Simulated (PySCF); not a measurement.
# Two-component Hartree-Fock for Ga(9+) (gallium, charge +9)

Start: [Ar] 3d4; 3d3/2 filled at m_j = -3/2, -1/2, +1/2, +3/2. Calculated with PySCF 2.14 in an even-tempered Gaussian basis (17 s from 0.53 bohr⁻², ratio 2.8; 12 p from 0.69 bohr⁻², ratio 2.8; 8 d from 0.69 bohr⁻², ratio 2.8; 4 f from 2.9 bohr⁻², ratio 3): generalised Hartree-Fock with the X2C-1e Hamiltonian and a Gaussian nucleus; one run each with spin-orbit coupling (SO) switched off, then screened by Boettger's factors.

```tsv
spinor shell	electrons	ε, spin-free (eV)	ε, screened SO (eV)	weight of nominal j (screened SO)	rms radius, screened SO (bohr)
1s1/2	2	-10673.5	-10673.3	1.000	0.0560
2s1/2	2	-1577.0	-1576.9	1.000	0.235
2p1/2	2	-1398.6	-1418.9	0.981	0.209
2p3/2	4	-1398.6	-1388.7	0.991	0.211
3s1/2	2	-387.09	-387.06	1.000	0.654
3p1/2	2	-327.63	-331.02	0.630	0.665
3p3/2	4	-327.63	-325.97	0.815	0.670
3d3/2	4	-247.25	-247.29	0.541	0.658
```

| quantity | spin-free | screened SO |
| --- | --- | --- |
| E (hartree) | -1911.66119 | -1911.73951 |
| M_J | 0 | 0 |
| ⟨J²⟩ | 4.004 | 3.733 |
| ⟨L²⟩ | 6.003 | 5.973 |
| ⟨S²⟩ | 6.001 | 5.971 |

The determinant has a definite M_J but mixes levels of different J.

Each row is a mean over spinors that exchange with the open shell spreads, by up to 22.096 eV (3p3/2).

Rows whose weight is well below 1 are mixtures of j = l ± 1/2: exchange outweighs spin-orbit coupling there, and the label is only the starting occupation.

Without spin-orbit coupling the j labels of p, d and f shells carry no meaning; the spin-free column gives the mean over the occupied spinors of each nl shell, and its ⟨J²⟩ belongs to a mixture of degenerate components.
